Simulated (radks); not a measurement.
The numbers below are computed, except where a source is named.
Initial-state core-level shifts of the tungsten ion W2+ when its valence configuration changes from [Xe] 4f14 5d4. Level of theory: Dirac Kohn-Sham, LDA (Slater exchange, Perdew-Wang correlation), spin-unpolarised, spherical densities, point nucleus; open shells fill j = l - 1/2 first (a radial shooting solver on a logarithmic mesh with Libxc functionals). Shifts are changes of the shell-averaged eigenvalues in eV (positive: less bound).

[
 {"valence": "4f13 5d5", "2s": "-10.649", "3p": "-12.065", "4p": "-10.708", "4d": "-10.290"},
 {"valence": "4f13 5d4 6p1", "2s": "-15.013", "3p": "-16.390", "4p": "-15.023", "4d": "-14.609"},
 {"valence": "4f12 5d4 6p2", "2s": "-31.180", "3p": "-34.062", "4p": "-30.953", "4d": "-30.079"},
 {"valence": "4f12.5 5d5 6p0.5", "2s": "-18.416", "3p": "-20.579", "4p": "-18.411", "4d": "-17.769"},
 {"valence": "4f13 5d4 6s1", "2s": "-13.875", "3p": "-15.246", "4p": "-13.876", "4d": "-13.463"},
 {"valence": "4f12 5d5 6s1", "2s": "-25.338", "3p": "-28.270", "4p": "-25.192", "4d": "-24.317"},
 {"valence": "4f12 5d4 6s2", "2s": "-28.968", "3p": "-31.834", "4p": "-28.721", "4d": "-27.850"},
 {"valence": "4f14 5d3 6p1", "2s": "-4.446", "3p": "-4.388", "4p": "-4.389", "4d": "-4.396"},
 {"valence": "4f12.5 5d4.5 6s1", "2s": "-19.531", "3p": "-21.665", "4p": "-19.484", "4d": "-18.845"}
]
